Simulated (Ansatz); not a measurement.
**An elementary step**

Start structure (CH₅In, closed shell), relaxed at PBE0-D4/def2-TZVP:

```
7
angstrom
In -2.1326 -1.2673 -0.6799
H 0.6515 -0.1994 -0.2225
H -0.6847 -2.0893 -1.4918
C 0.5588 0.6690 0.4333
H 0.1183 0.3767 1.3870
H 1.5529 1.0793 0.6097
H -0.0642 1.4312 -0.0358
```

The step: CH₄ + InH → CH₃In ([CH3][In]) + H₂; bonds formed: In1–C4, H2–H3; bonds broken: In1–H3, H2–C4. Program: Ansatz 0.2.0. Basis: def2-TZVPP and def2-QZVPP. Cores are frozen in the correlated methods. Filled d shells of the heavier atoms are correlated. Core potentials replace the inner electrons of the atoms past krypton. The def2 sets are not built for correlating such inner shells, so the correlated values are less sure here. Extrapolation: Hartree–Fock as exp(−7.88 √X), correlation as X^−2.97. Energies below are by CCSD(T) at an estimated basis limit (MP2 extrapolated from triple and quadruple zeta, plus CCSD(T) − MP2 in triple zeta).

**Question.** What are the electronic barrier and the energy of the step, from the start structure to the end structure? (Judge from chemistry; the value comes from the calculation.)

**Answer.** Computed: Barrier 152.0 kJ/mol; step energy 40.5 kJ/mol (uphill); reverse barrier, their difference, 111.5 kJ/mol. Barrier and step energy count from the start structure, the reverse barrier from the end structure.

The saddle point: One imaginary mode of 1354i cm⁻¹.
```
  pair  start (Å)  saddle (Å)  end (Å)
In1–C4       3.50        2.53     2.24
 H2–H3       2.64        1.01     0.75
In1–H3       1.85        2.09     3.30
 H2–C4       1.09        1.53     3.06
```

Zero-point energy (harmonic, PBE0-D4): ZPE is 129.5 kJ/mol at the start and 121.1 kJ/mol at the saddle, so the barrier goes from 152.0 to 143.7 kJ/mol.

T1 diagnostic: at most 0.016.

Labels in which every atom is bracketed show which atoms are joined, not bond orders.

For scale, one of the runs: CCSD(T)/def2-TZVPP, 151 basis functions, launched by `ansatz run in.yaml --threads 2 --pin off --events-out ev --progress --plain --max-ram 4352MiB`. Hardware: 2 CPU threads of an Arm Neoverse V2, shared host. Wall time 17 s; peak host memory 1.1 GiB.
